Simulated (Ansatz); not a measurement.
The molecule GaNi, multiplicity 4 (an upper state: multiplicity 2 came lower at PBE0/def2-TZVPP). No spin–orbit coupling. Ni is treated without relativity. Ga is treated without relativity.

The constants come from a fifth-degree fit in 1/R (seven points, main isotopes). Runs in def2 and cc sets follow the lowest solution found near the PBE0 minimum.

Codes used: Ansatz (an electronic-structure program). Values without a source in brackets are computed.

Energies at wB97X-V/def2-TZVPP:

| R (Å) | E (hartree) |
|---|---|
| 2.164544 | -3432.76442602 |
| 2.222731 | -3432.76675630 |
| 2.276263 | -3432.76786069 |
| 2.336777 | -3432.76819453 |
| 2.397291 | -3432.76780257 |
| 2.467115 | -3432.76671132 |
| 2.548576 | -3432.76487546 |

Problem. With a reduced mass of 31.4772 u, find the minimum, the force constant and the constants.

Solution. A fifth-degree polynomial in 1/R puts the minimum at r_e = 2.3312 Å with force constant 88.4 N/m. Then ω_e = (1/2πc)√(k/μ) = 218 cm⁻¹ and B_e = h/(8π²cμr_e²) = 0.09854 cm⁻¹; the cubic and quartic terms give α_e = 0.00080 and ω_e x_e = 1.6 cm⁻¹.
